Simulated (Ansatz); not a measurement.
Isolated molecules relaxed with PBE0-D4/def2-TZVP in Ansatz; ΔE leaves out vibrations. CBS: MP2 limit from def2 TZ/QZ plus the TZ coupled-cluster correction, frozen cores. This one scheme is used for every species. Functionals use def2-TZVPP. B3LYP here is the variant with VWN-RPA as its local correlation; programs differ in this. One conformer a species, not always the lowest.

Reaction (cleavage of the Si–Si bond): `F[Si](F)(F)[SiH](Cl)Cl` + `N[SiH](O)O` → `O[SiH](O)N[SiH](Cl)Cl` + `F[SiH](F)F`

| level | ΔE (kJ/mol) | difference from CCSD(T)/CBS |
| --- | --- | --- |
| PBE-D4 | -76.2 | 26.6 |
| r2SCAN-D4 | -95.6 | 7.2 |
| PBE0-D4 | -86.8 | 16.0 |
| B3LYP-D4 | -94.0 | 8.8 |
| ωB97X-V | -96.5 | 6.3 |
| ωB97M-V | -104.0 | -1.2 |
| B2PLYP | -99.8 | 3.0 |
| PBE | -73.6 | 29.2 |
| r2SCAN | -94.6 | 8.2 |
| PBE0 | -84.5 | 18.3 |
| B3LYP | -90.1 | 12.7 |
| HF/def2-TZVPP | -113.2 | -10.4 |
| MP2/def2-TZVPP | -113.2 | -10.4 |
| SCS-MP2/def2-TZVPP | -111.6 | -8.8 |
| CCSD/def2-TZVPP | -105.6 | -2.8 |
| CCSD(T)/def2-TZVPP | -104.5 | -1.7 |
| HF/def2-QZVPP | -114.3 | -11.5 |
| MP2/def2-QZVPP | -112.6 | -9.8 |
| SCS-MP2/def2-QZVPP | -110.9 | -8.1 |
| HF/CBS(def2) | -114.4 | -11.6 |
| MP2/CBS(def2) | -111.5 | -8.7 |
| CCSD/CBS(def2) | -103.9 | -1.1 |
| CCSD(T)/CBS | -102.8 | 0 |

Largest T1 diagnostic among the species: 0.012.

The D4 term adds −3.9 kJ/mol with B3LYP and −2.3 kJ/mol with PBE0; it sums over pairs of atoms, weighted by their polarisabilities, and B3LYP, whose exchange is more repulsive, gets the larger term. From PBE to PBE0 (25 % exact exchange), in def2-TZVPP and without D4, ΔE moves by −10.9 kJ/mol.
